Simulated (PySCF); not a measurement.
Compound: H9NOSi3.
Atom-mapped SMILES: `[NH2:1][SiH2:2][SiH2:3][O:4][SiH3:5]` (hydrogens: H6, H7 on N1; H8, H9 on Si2; H10, H11 on Si3; H12, H13, H14 on Si5)

The same species was optimised twice, with GFN2-xTB and with PBE0-D3(BJ)/def2-SVP (PySCF), and the same property calculations (PySCF, gas phase) were run on both structures.

```json
{"coordinate": "Si2–Si3 (Å)", "GFN2-xTB": "2.293", "PBE0-D3(BJ)/def2-SVP": "2.344", "change": "+0.051"}
{"coordinate": "O4–Si5 (Å)", "GFN2-xTB": "1.612", "PBE0-D3(BJ)/def2-SVP": "1.656", "change": "+0.044"}
{"coordinate": "Si3–O4 (Å)", "GFN2-xTB": "1.627", "PBE0-D3(BJ)/def2-SVP": "1.667", "change": "+0.040"}
{"coordinate": "Si5–H13 (Å)", "GFN2-xTB": "1.462", "PBE0-D3(BJ)/def2-SVP": "1.496", "change": "+0.034"}
{"coordinate": "Si5–H12 (Å)", "GFN2-xTB": "1.462", "PBE0-D3(BJ)/def2-SVP": "1.494", "change": "+0.032"}
{"coordinate": "Si3–H11 (Å)", "GFN2-xTB": "1.470", "PBE0-D3(BJ)/def2-SVP": "1.499", "change": "+0.029"}
{"coordinate": "Si5–H14 (Å)", "GFN2-xTB": "1.461", "PBE0-D3(BJ)/def2-SVP": "1.490", "change": "+0.029"}
{"coordinate": "Si3–H10 (Å)", "GFN2-xTB": "1.474", "PBE0-D3(BJ)/def2-SVP": "1.500", "change": "+0.026"}
{"coordinate": "Si2–H8 (Å)", "GFN2-xTB": "1.472", "PBE0-D3(BJ)/def2-SVP": "1.496", "change": "+0.024"}
{"coordinate": "Si2–H9 (Å)", "GFN2-xTB": "1.484", "PBE0-D3(BJ)/def2-SVP": "1.505", "change": "+0.021"}
{"coordinate": "N1–Si2 (Å)", "GFN2-xTB": "1.728", "PBE0-D3(BJ)/def2-SVP": "1.739", "change": "+0.011"}
{"coordinate": "N1–H6 (Å)", "GFN2-xTB": "1.007", "PBE0-D3(BJ)/def2-SVP": "1.015", "change": "+0.008"}
{"coordinate": "N1–H7 (Å)", "GFN2-xTB": "1.007", "PBE0-D3(BJ)/def2-SVP": "1.014", "change": "+0.007"}
{"coordinate": "Si3–O4–Si5 (°)", "GFN2-xTB": "166.7", "PBE0-D3(BJ)/def2-SVP": "143.8", "change": "-22.9"}
{"coordinate": "Si2–Si3–H11 (°)", "GFN2-xTB": "117.7", "PBE0-D3(BJ)/def2-SVP": "110.4", "change": "-7.3"}
{"coordinate": "Si3–Si2–H8 (°)", "GFN2-xTB": "117.1", "PBE0-D3(BJ)/def2-SVP": "110.2", "change": "-6.9"}
{"coordinate": "Si2–Si3–H10 (°)", "GFN2-xTB": "116.6", "PBE0-D3(BJ)/def2-SVP": "110.8", "change": "-5.8"}
{"coordinate": "O4–Si3–H10 (°)", "GFN2-xTB": "104.4", "PBE0-D3(BJ)/def2-SVP": "109.4", "change": "+5.0"}
{"coordinate": "N1–Si2–H8 (°)", "GFN2-xTB": "102.8", "PBE0-D3(BJ)/def2-SVP": "107.6", "change": "+4.8"}
{"coordinate": "Si3–Si2–H9 (°)", "GFN2-xTB": "114.0", "PBE0-D3(BJ)/def2-SVP": "109.3", "change": "-4.7"}
{"coordinate": "Si2–Si3–O4 (°)", "GFN2-xTB": "105.1", "PBE0-D3(BJ)/def2-SVP": "109.2", "change": "+4.1"}
{"coordinate": "N1–Si2–Si3–O4 (°)", "GFN2-xTB": "-176", "PBE0-D3(BJ)/def2-SVP": "169", "change": "-15"}
```

Rotational constants: A = 7336, B = 914.8, C = 838.8 MHz (GFN2-xTB) against A = 8965, B = 823.0, C = 777.5 MHz (PBE0-D3(BJ)/def2-SVP). Point groups within 0.08 Å: C1 and C1.

On the GFN2-xTB structure: lowest singlet, TDDFT (eV) 5.13 [B3LYP/def2-SVPD]; lowest triplet, Tamm–Dancoff (eV) 4.86 [B3LYP/def2-SVPD]; isotropic polarisability (au) 92.7 [B3LYP/def2-SVPD]; HOMO (eV) -7.11 [B3LYP/def2-SVPD]; LUMO (eV) -0.97 [B3LYP/def2-SVPD]; dipole (D) 1.08 [B3LYP/def2-SVPD].

Question: What do these properties become on the PBE0-D3(BJ)/def2-SVP structure?

Answer: 
```
                                    property            level  on GFN2-xTB  on PBE0-D3(BJ)/def2-SVP  change
                  lowest singlet, TDDFT (eV)  B3LYP/def2-SVPD         5.13                     5.32   +0.19
           lowest triplet, Tamm–Dancoff (eV)  B3LYP/def2-SVPD         4.86                     5.00   +0.14
               isotropic polarisability (au)  B3LYP/def2-SVPD         92.7                     96.7    +4.0
                                   HOMO (eV)  B3LYP/def2-SVPD        -7.11                    -7.13   -0.02
                                   LUMO (eV)  B3LYP/def2-SVPD        -0.97                    -0.82   +0.15
                                  dipole (D)  B3LYP/def2-SVPD         1.08                     1.33   +0.25
energy, GFN2-xTB geometry as zero (kcal/mol)  B3LYP/def2-SVPD          0.0                     -7.9    -7.9
```

The heavy atoms differ by 0.245 Å rms after alignment. Among all bonds Si2–Si3 changes most (+0.051 Å). Changes are differences of the printed values. Neither structure is proved a minimum here.

The values belong to the conformer `[NH2:1][SiH2:2][SiH2:3][O:4][SiH3:5]`: N1–Si2–Si3–O4 169°, Si2–Si3–O4–Si5 155°, H–N1–Si2–Si3 167°, H–N1–Si2–Si3 -54°.
